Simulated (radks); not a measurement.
Task: Radial electron density D(r) = 4 pi r^2 rho(r) of an atom or ion with 33 electrons. Method: Dirac Kohn-Sham, PBE, spin-unpolarised, spherical densities, point nucleus; computed with a radial shooting solver on a logarithmic mesh with Libxc functionals.

r (bohr),D(r) (e/bohr)
0.001151,3.108
0.001463,4.649
0.001875,6.980
0.002403,10.34
0.003079,15.08
0.003914,21.27
0.005016,29.57
0.006428,39.71
0.008237,51.06
0.01047,61.83
0.01342,70.56
0.0172,74.49
0.02186,72.80
0.02801,67.59
0.0359,64.88
0.046,70.87
0.05848,84.15
0.07494,94.33
0.09603,88.57
0.1231,71.97
0.1564,65.98
0.2005,75.56
0.2569,75.35
0.3292,50.36
0.4185,25.15
0.5363,15.59
0.6872,10.61
0.8736,4.051
1.119,0.6157
1.435,0.03081
1.838,0.0003909

What is the nuclear charge?

Result: Z = 56. The innermost maximum, from 1s, lies near gamma/Z bohr with gamma = sqrt(1 - (Z/c)^2) = 0.913, here 0.0163 bohr (found: 0.0179), and its height grows with Z. The density is that of the barium ion Ba23+ in [Ar] 3d10 4s2 4p3; the configuration itself is not fixed sharply by these data, and Z only to a few units. D(r) has 3 maxima, at r = 0.0179, 0.0786, 0.228 bohr, and minima at 0.0350, 0.149 bohr, inside which lie 2.03, 11.10 electrons.
